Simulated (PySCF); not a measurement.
Ru(CO)3 (C3O3Ru), SMILES [C-](#[O+])->[Ru](<-[C-]#[O+])<-[C-]#[O+], multiplicity 1.

Geometry: PBE0-D3(BJ)/def2-SVP. The spin state was assumed, not searched. The def2 effective core potentials stand for the cores of Ru; spin–orbit coupling is left out.

The numbers are results of PBE/def2-TZVP (PySCF), not measurements.

Gas-phase values at a fixed geometry.

The total energy is -434.79085 hartree and the point group is Cs. The highest occupied level is -5.44 eV, the lowest empty level is -4.09 eV and the orbital gap comes out as 1.35 eV. The dipole moment is 0.506 e·Å and the quadrupole, principal values (traceless, Buckingham form, about the centre of nuclear charge) is -5.88, 0.33, 5.56 D·Å. The mean static polarisability comes out as 83.8 bohr³ (12.42 Å³) and the polarisability, principal values is 59.0, 75.0, 117.5 bohr³.
